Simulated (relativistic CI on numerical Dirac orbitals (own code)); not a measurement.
## Radial parameters of Bi²⁰⁺

These numbers are calculated, not measured: Dirac-Coulomb-Breit CI, orbitals from a KLI potential per configuration, QED by a radiative potential, unscaled Slater integrals (own radial code, finite nucleus).

Slater integrals F^k, G^k are unscaled and averaged over j, outside the closed core [Kr] 4d10; ζ comes from projecting the Hamiltonian with its Breit term on Σ l·s of the shell.

- 4f¹⁴5s²5p: ζ(5p) = 179830 cm⁻¹; <r>(5p) = 0.8264, <r^2>(5p) = 0.7624 (bohr units).
- 4f¹⁴5s5p²: F^2(5p,5p) = 128610, G^1(5s,5p) = 166230, ζ(5p) = 179110 cm⁻¹; <r>(5s) = 0.7628, <r^2>(5s) = 0.6477, <r>(5p) = 0.8258, <r^2>(5p) = 0.7614 (bohr units).
- 4f¹⁴5s²5d: ζ(5d) = 19117 cm⁻¹; <r>(5d) = 0.918, <r^2>(5d) = 0.9448 (bohr units).

In this model ζ of a weakly bound d, f or g electron outside closed shells comes out too small, for d by up to a factor of two or three and at times with the wrong sign; that of an outer p electron is too small as well.

Averages of the first 10 configurations, taken without configuration mixing, which lowers the lowest level and can move excited configurations by several eV; other configurations of the list can lie among them:

```csv
Configuration,Parity,States,Average energy above the lowest level (eV)
4f¹⁴5s²5p,odd,6,23.6
4f¹⁴5s5p²,even,30,93.5
4f¹⁴5s²5d,even,10,118.5
4f¹⁴5s5p5d,odd,120,186.1
4f¹³5s²5p²,odd,210,131.5
4f¹⁴5s²5f,odd,14,212.7
4f¹⁴5s5p5f,even,168,280.6
4f¹⁴5s²5g,even,18,286.6
4f¹⁴5p²5d,even,150,259.4
4f¹⁴5s²6s,even,2,204.7
```
